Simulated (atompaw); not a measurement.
**Before and after: PAW (atompaw) potential for niobium**

atompaw 4.2.0.5 input, output lines left out:

```
Nb 41
LDA-PW scalarrelativistic loggrid 1500 logderivrange -6 5 276
5 5 4 0 0 0
5 0 1
5 1 0
4 2 4
0 0 0
c
c
c
v
v
c
c
v
v
c
v
2
2.15 1.85 1.85 1.35
n
n
y
0.9
n
custom polynom2 7 10 vanderbiltortho sinc
3 0 troulliermartins
1.30
2.15
1.60
1.90
2.15
1.85
```

All-electron outer shells of the reference configuration (LDA (PW92), scalar-relativistic, ld1.x):

| shell | level (eV) | outermost node (bohr) | outermost maximum (bohr) |
| --- | --- | --- | --- |
| 3p | -346.47 | 0.17 | 0.39 |
| 3d | -196.59 | – | 0.33 |
| 4s | -58.46 | 0.53 | 1.02 |
| 4p | -34.61 | 0.54 | 1.12 |
| 5s | -4.19 | 1.40 | 3.04 |
| 4d | -3.21 | 0.55 | 1.51 |
| 5p | -1.22 | 1.62 | 4.21 |

Change: all radii scaled by about 1.28 (s 1.66, p 2.04, d 2.76 bohr); local potential troulliermartins scheme with l = 3 at 0 Ry, radius 2.36 bohr; augmentation sinc compensation charge, radius 2.36 bohr; PAW radius 2.76 bohr; waves and projectors: custom polynom2 7 10 vanderbiltortho; core correction smooth core density matched at 1.72 bohr.

Cutoffs: the cutoffs (Ry, on a coarse ladder) from which the occupation-weighted sum of valence levels, in a spherical-Bessel basis at the reference potential, stays within 10 and 1 mRy of its value at 400 Ry; they do not see the model core or the augmentation charge, which bear on the density cutoff.

Question: What does the change do?

Answer: The potential gets softer (25 Ry and 60 Ry → 21 Ry and 55 Ry); both files keep a bound ghost (d). A larger radius leaves more room for a smooth pseudo-wave, so fewer plane waves are needed.

| quantity | base | changed |
| --- | --- | --- |
| cutoff, loose | 25 Ry | 21 Ry |
| cutoff, tight | 60 Ry | 55 Ry |
| loose cutoff by channel (10 mRy a level) | s 12 Ry, p 18 Ry, d 18 Ry | s 15 Ry, p 15 Ry, d 12 Ry |
| bound ghosts | d | d |
| lowest overlap eigenvalue by channel | s 0.62, p 0.81, d 1.00 | s 0.33, p 0.51, d 1.00 |

 A true bound ghost makes a file unfit for plane-wave use even where its test errors are small: the radial tests pick states by their node count and pass the ghost by. The cutoffs see the waves, projectors and local potential, not the compensation charge or the core.
